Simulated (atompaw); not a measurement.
**Pseudopotential generation for copper: PAW (atompaw), PBE, scalar-relativistic.**

* Element: copper
* Generator: atompaw 4.2.0.5
* Type: PAW
* Functional: PBE
* Relativity: scalar-relativistic
* Frozen core: [Ne]
* Valence charge: 19
* Reference configuration: 3s2 3p6 3d10 4s1 4p0
* Partial waves: 3s (bound): rc 0.85 bohr; 4s (bound): rc 1.35 bohr; 3p (bound): rc 0.85 bohr; 4p (bound, empty): rc 1.10 bohr; 3d (bound): rc 1.35 bohr; 3d channel at -0.05 Ry: rc 1.35 bohr
* Local potential: bessel scheme, radius 1.30 bohr
* Core correction: smooth core density matched at 1.30 bohr
* Augmentation charge: besselshape compensation charge, radius 1.25 bohr; PAW radius 1.35 bohr; waves and projectors: custom rrkj gramschmidtortho

All-electron outer shells of the reference configuration (PBE, scalar-relativistic, ld1.x):

| shell | level (eV) | outermost node (bohr) | outermost maximum (bohr) |
| --- | --- | --- | --- |
| 2s | -1062.47 | 0.07 | 0.20 |
| 2p | -916.98 | – | 0.16 |
| 3s | -114.70 | 0.29 | 0.61 |
| 3p | -72.14 | 0.26 | 0.62 |
| 3d | -5.04 | – | 0.60 |
| 4s | -4.61 | 0.89 | 2.27 |
| 4p | -0.70 | 0.97 | 3.65 |

**Question.** Estimate the cutoffs (Ry, on a coarse ladder) from which the occupation-weighted sum of valence levels, in a spherical-Bessel basis at the reference potential, stays within 10 and 1 mRy of its value at 400 Ry.

**Answer.** 110 Ry and 230 Ry.

**Question.** What does a ghost test show?

**Answer.** No extra level below or beside the all-electron valence levels (s, p, d, f tested).

**Question.** Is the overlap operator S = 1 + Σ q|β⟩⟨β| positive definite (Bessel basis up to 400 Ry)?

**Answer.** Yes: its lowest eigenvalue is 0.07 (s channel).

**Question.** Which valence shell sets the plane-wave cutoff?

**Answer.** 3p: its level needs 120 Ry to come within 1 mRy, against 80 Ry for 3s.
